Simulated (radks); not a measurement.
The europium ion Eu4+, 59 electrons, occupied as [Kr] 4d10 4f5.25 5s1.75 5p6 (fractional occupations, a model configuration).

Method: Dirac Kohn-Sham, PW91, spin-unpolarised, spherical densities, point nucleus; open shells fill j = l - 1/2 first; computed with a radial shooting solver on a logarithmic mesh with Libxc functionals.

Energy parts (eV):
total: -295245.66
kinetic: 321096.97
electron-nucleus: -721580.89
Hartree: 111843.66
exchange-correlation: -6605.39

Orbitals (lengths in bohr, moments of r in powers of bohr; <r^-3> diverges for s and p1/2):
orbital	occ.	eigenvalue (eV)	<1/r>	<r^-3>	<r>
1s1/2	2	-48377.16	70.25	-	0.02232
2s1/2	2	-7983.394	16.73	-	0.09459
2p1/2	2	-7576.248	16.70	-	0.07907
2p3/2	4	-6928.062	14.82	9387	0.08580
3s1/2	2	-1798.157	6.087	-	0.2492
3p1/2	2	-1622.393	6.001	-	0.2388
3p3/2	4	-1490.305	5.527	1975	0.2517
3d3/2	4	-1186.158	5.403	330.5	0.2236
3d5/2	6	-1157.430	5.284	294.9	0.2276
4s1/2	2	-398.3925	2.546	-	0.5645
4p1/2	2	-330.4059	2.441	-	0.5771
4p3/2	4	-300.9947	2.281	440.9	0.6060
4d3/2	4	-188.9430	2.067	62.71	0.6427
4d5/2	6	-183.6203	2.028	55.26	0.6528
4f5/2	5.25	-52.0836	1.544	8.098	0.8270
4f7/2	0	-51.3570	1.529	7.844	0.8352
5s1/2	1.75	-88.7150	1.012	-	1.321
5p1/2	2	-69.0585	0.9112	-	1.450
5p3/2	4	-64.4334	0.8585	69.12	1.524
5d3/2	0	-37.3668	0.6510	6.477	1.971
5d5/2	0	-36.8235	0.6408	5.711	1.999
6s1/2	0	-31.7308	0.4489	-	2.882
6p1/2	0	-26.1327	0.4047	-	3.201
6p3/2	0	-25.0810	0.3909	16.12	3.309

The highest occupied level is 4f5/2 at -52.084 eV. The density falls to 0.001 e/bohr^3 at r = 3.14 bohr.
